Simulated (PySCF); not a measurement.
Geometries of 3 isomers of C2H9NSi, from PBE0-D3(BJ)/def2-SVP geometry optimisation, gas phase (PySCF). One conformer each, no zero-point energy, no frequencies.

**Question.** Which isomer lies lowest at this level?
A.
```xyz
13
angstrom
C      1.850    0.037    0.060
C      0.457   -0.566    0.096
N     -0.485    0.186   -0.703
Si    -2.168    0.361   -0.344
H      1.832    1.077    0.420
H      2.552   -0.540    0.682
H      2.248    0.045   -0.968
H      0.511   -1.632   -0.207
H      0.091   -0.574    1.138
H     -0.201    0.291   -1.672
H     -2.315    0.857    1.060
H     -2.993   -0.892   -0.446
H     -2.727    1.352   -1.312
```
B.
```xyz
13
angstrom
C     -0.276    1.444    0.191
N     -0.044    0.025    0.273
C     -1.243   -0.773    0.275
Si     1.486   -0.664   -0.170
H     -0.758    1.754   -0.759
H     -0.935    1.780    1.014
H      0.670    1.999    0.281
H     -1.827   -0.685   -0.665
H     -1.002   -1.838    0.417
H     -1.912   -0.474    1.103
H      1.590   -2.012    0.466
H      1.710   -0.853   -1.647
H      2.561    0.247    0.328
```
C.
```xyz
13
angstrom
N     -1.364    0.826   -0.378
C     -1.038   -0.573   -0.183
C      0.420   -0.818   -0.553
Si     1.545    0.524    0.174
H     -1.374    1.064   -1.368
H     -2.284    1.054   -0.008
H     -1.697   -1.280   -0.731
H     -1.173   -0.799    0.889
H      0.551   -0.819   -1.650
H      0.752   -1.811   -0.207
H      1.177    0.805    1.596
H      2.958    0.018    0.162
H      1.534    1.792   -0.614
```

**Answer.** A. That is `CCN[SiH3]`, 7.0 kcal/mol below the next.

```csv
SMILES,atoms numbered as above,E (Eh),relative (kcal/mol),relative (kJ/mol),dipole (D)
CCN[SiH3],[CH3:1][CH2:2][NH:3][SiH3:4],-425.40800,0.0,0.0,1.24
CN(C)[SiH3],[CH3:1][N:2]([CH3:3])[SiH3:4],-425.39677,7.0,29.5,0.95
NCC[SiH3],[NH2:1][CH2:2][CH2:3][SiH3:4],-425.39180,10.2,42.5,2.44
```

As drawn, the highest has an Si–C bond, which the lowest lacks.
